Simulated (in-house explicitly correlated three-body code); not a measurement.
Computed with an exponentially correlated three-body code. Model: two electrons around a point charge, non-relativistic, variational in 260 exponentially correlated functions (energies converged to about 1e-7 hartree, or 1e-8 relative for large Z).

For two electrons in a singlet the Kohn-Sham orbital is the square root of half the density, so the exact Kohn-Sham potential and energy parts follow from the density alone, and exchange is minus half the Hartree energy. The Kohn-Sham level equals minus the binding energy of the second electron.

Command:
```bash
python run_hyl.py task.json out
```
Settings (lengths in bohr, energies in hartree):
```
Z                      4.6
interaction_strength   1
functions              260
states_tried           13
```

Cost of the run: 52 s on 1 thread of Intel(R) Xeon(R) Platinum 8259CL CPU @ 2.50GHz (Skylake/Cascade Lake), with other jobs on the host.

**Those bound S and P states to n = 4 that converged, binding against the one-electron ion.**

Given: nuclear charge 4.6.

Computed: one-electron threshold -10.58 hartree.

| term | energy (hartree) | binding (eV) | quantum defect |
| --- | --- | --- | --- |
| 1 1S | -18.4408296 | 213.9 | 0.092068 |
| 2 3S | ? | ? | ? |
| 2 1S | -12.2710924 | 46.017 | 0.042491 |
| 2 3P | -12.2638059 | 45.819 | 0.03826 |
| 2 1P | -12.1807508 | 43.559 | -0.011989 |
| 3 3S | ? | ? | ? |
| 3 1S | -11.3207877 | 20.158 | 0.042392 |
| 3 3P | -11.3185346 | 20.097 | 0.037884 |
| 3 1P | -11.294692 | 19.448 | -0.01112 |
| 4 3S | -11.0084799 | 11.66 | 0.11114 |
| 4 1S | -10.9937318 | 11.258 | 0.042435 |
| 4 3P | -10.9927473 | 11.231 | 0.037718 |
| 4 1P | -10.9828334 | 10.962 | -0.010742 |

(1) What belongs in the row 2 3S?

(2) What belongs in the row 3 3S?

**Converged states only, values per electron or pair.**

| term | mean r (bohr) | mean r squared (bohr²) | mean inverse r (1/bohr) | mean r12 (bohr) | mean inverse r12 (1/bohr) | mean cosine | mean p1 dot p2 (bohr⁻²) | delta r1 (bohr⁻³) | delta r12 (bohr⁻³) |
| --- | --- | --- | --- | --- | --- | --- | --- | --- | --- |
| 1 1S | 0.35534 | 0.17036 | 4.2877 | 0.52906 | 2.5651 | -0.028706 | 0.49981 | 26.747 | 2.4856 |
| 2 3S | 0.90779 | 1.3626 | 2.7809 | 1.541 | 0.7657 | -0.0090432 | 0.034535 | 16.764 | - |
| 2 1S | 0.96305 | 1.5633 | 2.7593 | 1.6381 | 0.8435 | -0.012174 | 0.041337 | 16.617 | 0.3687 |
| 2 3P | 0.82594 | 1.1292 | 2.7616 | 1.3946 | 0.87927 | -0.064733 | -1.0223 | 15.294 | - |
| 2 1P | ? | ? | ? | ? | ? | ? | ? | ? | ? |
| 3 3S | 1.9039 | 6.9517 | 2.5086 | 3.503 | 0.36475 | -0.0028611 | 0.0098627 | 15.847 | - |
| 3 1S | 1.9858 | 7.62 | 2.5029 | 3.6634 | 0.38509 | -0.0038677 | 0.012513 | 15.817 | 0.10821 |
| 3 3P | 1.8524 | 6.6516 | 2.5033 | 3.4041 | 0.39325 | -0.016497 | -0.24877 | 15.441 | - |
| 3 1P | 1.9123 | 7.1217 | 2.4989 | 3.5147 | 0.40071 | 0.0074036 | 0.25166 | 15.499 | 0.02572 |
| 4 3S | 3.3167 | 22.444 | 2.4161 | 6.3189 | 0.21087 | -0.0012174 | 0.0040731 | 15.637 | - |
| 4 1S | 3.4261 | 24.033 | 2.4137 | 6.5364 | 0.21896 | -0.0016597 | 0.0053012 | 15.627 | 0.045248 |
| 4 3P | ? | ? | ? | ? | ? | ? | ? | ? | - |
| 4 1P | 3.3747 | 23.471 | 2.4121 | 6.4329 | 0.22542 | 0.0029673 | 0.10303 | 15.494 | 0.011243 |

(3) What belongs in the row 2 1P?

(4) What belongs in the row 4 3P?

**Functionals on the exact density and self-consistent, errors are functional minus exact, hybrids only self-consistent, a dash where a self-consistent run leaves the top level unbound.**

```
       result  exchange error (millihartree)  correlation error (millihartree)  functional driven error (millihartree)  density driven error (millihartree)  self consistent total error (millihartree)  top level plus exact binding (eV)
         PW91                         38.964                           -10.239                                  28.725                               -1.302                                      27.423                             25.172
        HSE06                              -                                 -                                       -                                    -                                       29.49                             19.228
        wB97X                              -                                 -                                       -                                    -                                           ?                                  ?
B3LYP VWN-RPA                              -                                 -                                       -                                    -                                      6.3912                             19.682
        M06-L                              ?                                 ?                                       ?                                    ?                                           ?                                  ?
         BP86                         15.233                           -6.6827                                  8.5503                             -0.79763                                      7.7527                             25.197
         RPBE                         2.0553                             -1.92                                 0.13531                              -1.3417                                     -1.2064                             25.199
          PBE                         46.963                             -1.92                                  45.043                              -1.2656                                      43.777                             25.475
         BLYP                         15.233                           -4.9391                                  10.294                              -1.5029                                      8.7909                             24.988
       r2SCAN                        -4.2975                            2.4933                                 -1.8042                             -0.30794                                     -2.1122                             22.758
```

(5) What belongs in the row wB97X?

(6) What belongs in the row M06-L?

**Density and exact potentials over r, pair density (one pair, times 4 pi r12^2) and exact minus Kohn-Sham pair density over r12.**

```csv
radius (bohr),radial density (electrons/bohr),exchange potential (hartree),intracule density (1/bohr),Coulomb hole against Kohn-Sham (1/bohr),correlation potential (hartree)
0.0451,0.90491,-4.1946,0.064545,-0.01342,-0.039
0.0524,?,?,?,?,?
0.0609,1.4294,-4.1293,0.11682,-0.02243,-0.031
0.0707,1.7629,-4.083,0.15624,-0.02854,-0.026
0.0821,2.1447,-4.0247,0.20823,-0.03585,-0.021
0.0954,2.5692,-3.9517,0.27634,-0.04436,-0.014
0.111,?,?,?,?,?
0.129,3.478,-3.752,0.47605,-0.0636,0
0.149,3.8846,-3.6273,0.60707,-0.0723,0.007
0.174,4.2474,-3.4699,0.77547,-0.07939,0.013
0.202,4.4765,-3.2951,0.96113,-0.08202,0.018
0.234,4.5441,-3.1015,1.158,-0.07853,0.022
0.272,4.4181,-2.8836,1.3569,-0.06706,0.023
0.316,4.0858,-2.6508,1.5269,-0.04732,0.022
0.367,3.5681,-2.4085,1.6368,-0.02124,0.019
0.426,2.919,-2.1638,1.6549,0.006632,0.015
0.495,2.209,-1.9214,1.5594,0.03031,0.011
0.575,1.5309,-1.6902,1.3509,0.04369,0.007
0.668,0.95729,-1.4751,1.0586,0.04425,0.004
0.776,0.53156,-1.2799,0.73706,0.03444,0.002
0.901,0.2578,-1.1068,0.44729,0.02052,0.002
1.05,0.10409,-0.95149,0.22649,0.008502,0.001
```

(7) What belongs in the row 0.0524?

(8) What belongs in the row 0.111?

Results:

(1) energy (hartree): -12.4091843; binding (eV): 49.775; quantum defect: 0.11783.

(2) energy (hartree): -11.3573091; binding (eV): 21.152; quantum defect: 0.11271.

(3) mean r (bohr): 0.86738; mean r squared (bohr²): 1.2603; mean inverse r (1/bohr): 2.7457; mean r12 (bohr): 1.4393; mean inverse r12 (1/bohr): 0.8991; mean cosine: 0.028612; mean p1 dot p2 (bohr⁻²): 0.92115; delta r1 (bohr⁻³): 15.53; delta r12 (bohr⁻³): 0.077225.

(4) mean r (bohr): 3.2952; mean r squared (bohr²): 22.332; mean inverse r (1/bohr): 2.4139; mean r12 (bohr): 6.2775; mean inverse r12 (1/bohr): 0.2221; mean cosine: -0.0066026; mean p1 dot p2 (bohr⁻²): -0.097918; delta r1 (bohr⁻³): 15.471.

(5) self consistent total error (millihartree): -34.606; top level plus exact binding (eV): 17.26.

(6) exchange error (millihartree): -29.853; correlation error (millihartree): -6.2024; functional driven error (millihartree): -36.055; density driven error (millihartree): -2.3038; self consistent total error (millihartree): -38.359; top level plus exact binding (eV): 22.478.

(7) radial density (electrons/bohr): 1.1431; exchange potential (hartree): -4.166; intracule density (1/bohr): 0.086901; Coulomb hole against Kohn-Sham (1/bohr): -0.01742; correlation potential (hartree): -0.035.

(8) radial density (electrons/bohr): 3.0241; exchange potential (hartree): -3.8612; intracule density (1/bohr): 0.36488; Coulomb hole against Kohn-Sham (1/bohr): -0.05386; correlation potential (hartree): -0.007.

The density-driven part is never positive, since each functional's own density lowers its energy. Here it is small beside the functional-driven part (median ratio 0.093), the normal case.
